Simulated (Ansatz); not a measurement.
Reaction (substitution at a C–S bond): `SC1BO1` + H–F → `FC1BO1` + H₂S

Program: Ansatz. Geometries: PBE0-D4/def2-TZVP. ΔE: electronic, gas phase. CBS: MP2 limit from def2 TZ/QZ plus the TZ coupled-cluster correction, frozen cores. This one scheme is used for every species. Functionals use def2-TZVPP. HSE06 is defined as in plane-wave codes. Each species was taken in one conformer, which may not be the lowest.

`SC1BO1`:

```xyz
7

S    -1.248   -0.369    1.280
C     0.172    0.317    0.498
B     0.597    0.085   -0.934
O     1.218   -0.651   -0.025
H    -1.949   -0.667    0.174
H     0.634    1.078    1.118
H     0.576    0.207   -2.112
```

H–F:

```xyz
2

F     0.269   -0.200   -0.315
H    -0.269    0.200    0.315
```

`FC1BO1`:

Z-matrix (Å, degrees):
```
C
B 1 1.508
O 1 1.454 2 53.6
F 1 1.353 2 120.6 3 -96.7
H 1 1.085 2 128.7 3 92.0
H 2 1.182 1 161.4 3 174.8
```

H₂S:

```xyz
3

S    -0.342    0.477   -0.199
H     0.377    0.247    0.910
H    -0.035   -0.724   -0.711
```

Problem. Is it downhill or uphill in electronic energy at CCSD(T)/CBS, and by how much? (Estimate.)

Solution. Computed: Uphill: ΔE = +30.7 kJ/mol.

Problem. What do these levels give: PBE-D4, HSE06-D4, CAM-B3LYP-D4, ωB97X-V, B2PLYP, r2SCAN, r2SCAN0, BHLYP, CAM-B3LYP, HF/def2-TZVPP, CCSD(T)/def2-TZVPP, MP2/def2-QZVPP? (Best estimate.)

Solution. The calculation gave: PBE-D4 25.3, HSE06-D4 23.8, CAM-B3LYP-D4 12.4, ωB97X-V 14.3, B2PLYP 20.6, r2SCAN 19.3, r2SCAN0 19.4, BHLYP 9.6, CAM-B3LYP 8.7, HF/def2-TZVPP -1.0, CCSD(T)/def2-TZVPP 24.4, MP2/def2-QZVPP 40.1 kJ/mol.

Largest T1 diagnostic among the species: 0.016.

At CCSD(T), def2-SVP lies −28.2 kJ/mol from the extrapolated value and def2-TZVPP −6.3 kJ/mol. The D4 term adds +6.8 kJ/mol with B3LYP and +3.5 kJ/mol with PBE0; it sums over pairs of atoms, weighted by their polarisabilities, and B3LYP, whose exchange is more repulsive, gets the larger term. From BLYP to BHLYP (50 % exact exchange), in def2-TZVPP and without D4, ΔE moves by −3.4 kJ/mol.

B3LYP here is the variant with VWN-RPA as its local correlation; programs differ in this.
